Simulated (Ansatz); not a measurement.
Correlation energies of CH10Si3, SMILES `C[SiH]([SiH3])[SiH3]` by basis set

Z-matrix (Å, degrees):
```
C
Si 1 1.883
H 1 1.092 2 110.7
H 1 1.092 2 110.7 3 120.1
H 1 1.092 2 110.7 3 -120.0
Si 2 2.340 1 111.2 3 -179.6
Si 2 2.340 1 111.1 3 59.5
H 2 1.493 1 109.9 3 -60.1
H 6 1.490 2 111.4 1 58.2
H 6 1.488 2 110.6 1 178.9
H 6 1.490 2 110.0 1 -61.5
H 7 1.488 2 110.6 1 -179.4
H 7 1.490 2 110.0 1 61.0
H 7 1.490 2 111.4 1 -58.7
```

Charge 0, multiplicity 1. The structure was optimised at the PBE0-D4/def2-TZVP level. Frozen core, restricted reference, Ansatz. CBS rows extrapolate triple and quadruple zeta; past MP2 they add the triple-zeta difference.

```json
{"basis": "def2-SVP", "HF (Eh)": "-910.18141", "MP2 corr.": "?", "CCSD corr.": "?", "(T)": "-0.01474", "CCSD(T) total": "?"}
{"basis": "def2-TZVPP", "HF (Eh)": "?", "MP2 corr.": "-0.56594", "CCSD corr.": "?", "(T)": "-0.02321", "CCSD(T) total": "?"}
{"basis": "def2-QZVPP", "HF (Eh)": "-910.56220", "MP2 corr.": "-0.60483", "CCSD corr.": "–", "(T)": "–", "CCSD(T) total": "–"}
{"basis": "CBS(def2)", "HF (Eh)": "-910.56616", "MP2 corr.": "-0.63363", "CCSD corr.": "-0.71204", "(T)": "as TZ", "CCSD(T) total": "-911.30141"}
```

Problem. Fill in the withheld values. (An estimate is asked.)

Solution. The calculation gave: def2-SVP MP2 corr.: -0.45567; def2-SVP CCSD corr.: -0.53639; def2-SVP CCSD(T) total: -910.73254; def2-TZVPP HF (Eh): -910.53348; def2-TZVPP CCSD corr.: -0.64435; def2-TZVPP CCSD(T) total: -911.20104.
